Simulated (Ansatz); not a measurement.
Cl₂H₂Se₂Si, SMILES `Cl[Si](Cl)([SeH])[SeH]`, relaxed with RKS PBE0-D4/def2-TZVP in the Gaussian-basis code of Ansatz from a PBE-D4/def2-SVP geometry. The force threshold is 0.005 eV/Å; the program also tests the step.

Charge 0, multiplicity 1.

Start:

```xyz
7

Cl    1.945   -1.251    0.850
Si    0.348    0.020    0.471
Cl    0.188    1.373    2.037
Se   -1.675   -1.036    0.480
Se    0.909    0.991   -1.516
H    -1.326   -1.811   -0.740
H    -0.389    1.714   -1.581
```

```json
{"step": "1", "energy (eV)": "-163633.8041", "largest force (eV/Å)": "0.517", "largest move (Å)": "0.000"}
{"step": "2", "energy (eV)": "-163633.8397", "largest force (eV/Å)": "0.095", "largest move (Å)": "0.039"}
{"step": "3", "energy (eV)": "-163633.8401", "largest force (eV/Å)": "0.041", "largest move (Å)": "0.012"}
{"step": "4", "energy (eV)": "-163633.8404", "largest force (eV/Å)": "0.004", "largest move (Å)": "0.004"}
```

End:

```xyz
7

Cl    1.912   -1.237    0.849
Si    0.347    0.020    0.469
Cl    0.197    1.358    2.006
Se   -1.652   -1.027    0.472
Se    0.895    0.983   -1.496
H    -1.307   -1.787   -0.738
H    -0.392    1.690   -1.561
```

Hardware: 4 threads of an Arm Neoverse V2 on a shared host. Wall time 37 s, peak host memory 0.91 GiB.
